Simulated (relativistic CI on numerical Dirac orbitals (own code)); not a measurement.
Bi²¹⁺: sensitivity of the levels to the model

Base calculation: Dirac-Coulomb-Breit CI, orbitals from a KLI potential per configuration, model QED (radiative potential, 1s self-energy scaled to tabulated hydrogen-like ionisation energies), unscaled Slater integrals.

Configuration list (outside the closed core [Kr] 4d10): 4f14 5s2, 4f14 5s 5p, 4f14 5s 5d, 4f13 5s2 5p, 4f14 5s 5f, 4f14 5p 5d, 4f14 5s 5g, 4f13 5s2 5d, 4f14 5p 6s, 4f14 5s 6s, 4f14 5s 6p, 4f13 5s2 6s, 4f13 5s2 5f, 4f14 5p 5g, 4f14 5d 5f, 4f13 5s2 6p, 4f14 5s 6d, 4f14 5p2, 4f13 5p3, 4f13 5p2 5d, 4f14 5d2, 4f13 5p 5d2, 4f13 5d3, 4f14 5f2, 4f13 5p 5f2, 4f13 5d 5f2, 4f14 5p 5f, 4f13 5p2 5f, 4f13 5p 5d 5f, 4f14 5g2, 4f13 5p 5g2, 4f13 5d 5g2, 4f14 5d 6s, 4f13 5p 5d 6s, 4f13 5d2 6s. Double excitations out of closed p, d and f shells are left out; levels of such configurations are missing from the list, as are those of other unlisted configurations, and high levels can miss mixing partners. Some configurations lack a partner that the ground configuration has and come out too high, among them 4f13 5s2 6s, 4f13 5s2 6p, 4f13 5s2 5f.

Variants: (1) Breit term removed; (2) one mean potential for all configurations. Shifts of the energy above 4f14 5s2 1S_0, in cm⁻¹, for the lowest level and the first level of each name with at least 55 % of one term (blank where a level changes its place among those of its configuration and J or its character, or is not in the variant):

```
            Level     Base   Δ(1)    Δ(2)
    4f14 5s2 1S_0        0      0       0
 4f14 5s 5p 3P°_0   348535  -2232     -33
 4f14 5s 5p 3P°_1   377129  -2085     -16
 4f14 5s 5p 3P°_2   625968   +778     -35
 4f14 5s 5p 1P°_1   699852   +801     +34
 4f13 5s2 5p 3D_3   707936  -7426  +14779
 4f13 5s2 5p 3G_3   752527  -5518  +15676
    4f14 5p2 3P_0   806682  -4892    -193
 4f13 5s2 5p 3G_5   982961  -4229  +16545
 4f13 5s2 5p 3F_4  1003383  -4312  +16744
 4f13 5s2 5p 3D_1  1018645  -2749  +17353
    4f14 5p2 3P_1  1054575  -1991    -112
    4f14 5p2 1D_2  1060042  -1771    +275
  4f14 5s 5d 3D_1  1282600  +2250     -40
  4f14 5s 5d 3D_2  1287119  +1998     -33
  4f14 5s 5d 3D_3  1332295  +3215     -13
    4f14 5p2 1S_0  1380557   +914       0
  4f14 5s 5d 1D_2  1403427  +2290     +33
4f13 5s2 5d 3P°_2  1633406  -2973  +17886
 4f14 5p 5d 3F°_2  1654819   -446    -441
4f13 5s2 5d 3P°_1  1682159  -1526  +18627
4f13 5s2 5d 3H°_4  1686525  -1025  +18761
```

At this charge transitions that keep the count of f electrons are usually good to a few per cent. Levels that differ in their count of f electrons can be misplaced by several ten thousand cm⁻¹, since the correlation energy of f electrons is missing or only estimated; rates across such gaps can be off by orders of magnitude.

Ionisation energy from one configuration of each of the two ions, the ground ones as tabulated or assumed: base 655.744 eV. The NIST ASD value (theoretical) is 620 ± 30 eV. The gap of more than 2 % comes from missing correlation, or from a tabulated value that is itself an estimate.

LS names give the leading component of a level, which can be under half, so a name can repeat, a term be missing and a line seem to break the LS rules.
